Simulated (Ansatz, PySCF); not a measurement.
This PySCF input computes a BLYP/def2-TZVPD energy:

```python
from pyscf import gto, scf, dft

mol = gto.M(
    atom='''
    Si   -0.78938602   -0.50066100   -0.22796937
    F    -1.35647211    1.07059577   -0.03395861
    Cl    1.42786254   -0.09936464    0.13243349
    H    -1.01400973   -0.93690902    1.24582922
    ''',
    basis='def2-tzvpd',
    charge=-1,
    spin=0,
    verbose=4,
)

mf = dft.RKS(mol, xc='blyp').density_fit(auxbasis='def2-universal-jkfit')
mf.grids.level = 3
mf.conv_tol = 1e-9
mf.max_cycle = 100
mf.max_memory = 1500
mf.kernel()
if not mf.converged:
    mf = mf.newton()
    mf.kernel(mf.make_rdm1())
mf.analyze()
```

Problem. Write an input for the same energy in Ansatz (a program for electronic structure) and say what it gives.

Solution. 
Ansatz 0.2 input:
```yaml
crystal:
  periodic: [false, false, false]
  atoms:
    - {symbol: Si, position_ang: [-0.78938602, -0.50066100, -0.22796937]}
    - {symbol: F, position_ang: [-1.35647211, 1.07059577, -0.03395861]}
    - {symbol: Cl, position_ang: [1.42786254, -0.09936464, 0.13243349]}
    - {symbol: H, position_ang: [-1.01400973, -0.93690902, 1.24582922]}
basis:
  gaussian:
    orbitals: def2-TZVPD
hamiltonian:
  xc: {name: BLYP}
total_charge: -1
output: {forces: true}
```
It gives -850.33139 Eh, and PySCF -850.33146 Eh, a difference of 0.07 mEh, from the treatment of integrals and grids.

It need not be the lowest isomer of its formula. Whether it binds its extra electron was not tested at this geometry.
